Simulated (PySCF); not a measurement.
Br2, triplet, geometry from GFN2-xTB (a higher spin typed on purpose: for a closed-shell molecule this is an excited state). Base run: B3LYP/def2-SVP (PySCF).

Geometry (Å):
```xyz
2

Br     0.0000     0.0000    -1.4267
Br     0.0000     0.0000     1.4267
```
Charge 0, spin multiplicity 3.
Orbitals are unrestricted.
All else is at PySCF's defaults.

The base run was repeated with changes; each row names its change, and settings that it needs were set with it.

| change | basis functions | E (Eh) | HOMO (eV) |
|---|---|---|---|
| base | 64 | -5147.67860 | -7.73 |
| basis = jorge-DZP-DKH; relativity = none | 86 | -5132.95150 | -7.77 |
| basis = x2c-TZVPall; relativity = spin-free X2C; nucleus = Gaussian (with nucmod='G') | 96 | -5212.52199 | -7.92 |
| basis = jorge-DZP-DKH; relativity = spin-free X2C | 86 | -5212.28576 | -7.69 |
| basis = x2c-TZVPall; relativity = none | 96 | -5116.44811 | -7.94 |
| basis = cc-pVTZ-DK; relativity = none | 86 | -5105.35539 | -7.96 |
| basis = cc-pVTZ-DK; relativity = spin-free X2C | 86 | -5212.57563 | -7.95 |
| basis = jorge-DZP-DKH; relativity = spin-free X2C; nucleus = Gaussian (with nucmod='G') | 86 | -5212.24863 | -7.69 |
| basis = x2c-TZVPall; relativity = spin-free X2C | 96 | -5212.55739 | -7.92 |
| basis = cc-pVTZ-DK; relativity = spin-free X2C; nucleus = Gaussian (with nucmod='G') | 86 | -5212.53371 | -7.95 |

Absolute energies of different levels of theory aren't comparable as measures of quality.

Open shells are given as the SCF converged; they aren't shown to be the lowest states, and a large step between rows can be another state.

Basis sets contracted for a relativistic Hamiltonian are a mismatch without it, so the rows without relativity aren't non-relativistic limits. No row has spin-orbit coupling; sets with core potentials leave out the core electrons.
